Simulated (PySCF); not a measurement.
From one molecule to another.

First species: C₆H₆OS.
InChI=1S/C6H6OS/c1-2-6(8-3-1)5-4-7-5/h1-3,5H,4H2/t5-/m0/s1

Second species: C₄H₈F₃OS (charge +1).
InChI=1S/C4H8F3OS/c1-9(2,8)3-4(5,6)7/h3H2,1-2H3/q+1

Levels: PBE0/def2-SVPD for HOMO energy, LUMO energy, HOMO–LUMO gap, static isotropic polarisability and electronic spatial extent ⟨r²⟩ about the centre of nuclear charge; TDDFT PBE0/def2-SVPD for lowest singlet excitation; TDA PBE0/def2-SVPD for lowest triplet excitation (Tamm–Dancoff); GFN2-xTB for rotational constant A and rotational constant C. Geometries: GFN2-xTB. All species are isolated and taken at one optimised geometry, non-relativistic unless stated. Electronic properties by PySCF.

The conformers computed, where there is a choice (atom-mapped SMILES and torsion angles):
- `[cH:1]1[cH:2][s:3][c:4]([C@@H:5]2[CH2:6][O:7]2)[cH:8]1`: S3–C4–C5–C6 -129°
- `[CH3:1][S+:2]([CH3:3])(=[O:4])[CH2:5][C:6]([F:7])([F:8])[F:9]`: C1–S2–C5–C6 59°, S2–C5–C6–F7 180°

Values for the first species:

```
HOMO energy                                                       : -6.71 eV
LUMO energy                                                       : -0.66 eV
HOMO–LUMO gap                                                     : 6.05 eV
Lowest singlet excitation                                         : 5.39 eV
Lowest triplet excitation (Tamm–Dancoff)                          : 3.58 eV
Static isotropic polarisability                                   : 87.6 au
Electronic spatial extent ⟨r²⟩ about the centre of nuclear charge : 1116 bohr²
Rotational constant A                                             : 4.261 GHz
Rotational constant C                                             : 1.030 GHz
```

**Question.** Estimate the same properties for the second species, and the change in each.

**Answer.** 
```json
{"property": "HOMO energy", "first": "-6.71 eV", "second": "-14.50 eV", "second less first": "-7.79 eV"}
{"property": "LUMO energy", "first": "-0.66 eV", "second": "-5.39 eV", "second less first": "-4.73 eV"}
{"property": "HOMO–LUMO gap", "first": "6.05 eV", "second": "9.11 eV", "second less first": "+3.06 eV"}
{"property": "lowest singlet excitation", "first": "5.39 eV", "second": "7.46 eV", "second less first": "+2.07 eV"}
{"property": "lowest triplet excitation (Tamm–Dancoff)", "first": "3.58 eV", "second": "6.96 eV", "second less first": "+3.38 eV"}
{"property": "static isotropic polarisability", "first": "87.6 au", "second": "70.3 au", "second less first": "-17.3 au"}
{"property": "electronic spatial extent ⟨r²⟩ about the centre of nuclear charge", "first": "1116 bohr²", "second": "1369 bohr²", "second less first": "+253 bohr²"}
{"property": "rotational constant A", "first": "4.261 GHz", "second": "2.360 GHz", "second less first": "-1.901 GHz"}
{"property": "rotational constant C", "first": "1.030 GHz", "second": "0.887 GHz", "second less first": "-0.143 GHz"}
```

On the first: In wavenumbers S1 is 43400 cm⁻¹ (1 eV = 8065.54 cm⁻¹). The polarisability is 12.99 Å³ as a volume (1 au = 0.148185 Å³), or 1.33 au for each of the 66 electrons.

On the second: The polarisability is 10.41 Å³ as a volume (1 au = 0.148185 Å³), or 0.86 au for each of the 82 electrons. No computed singlet falls in the visible range (750 to 380 nm, 1.65 to 3.26 eV); S1 lies 4.20 eV above its blue end.
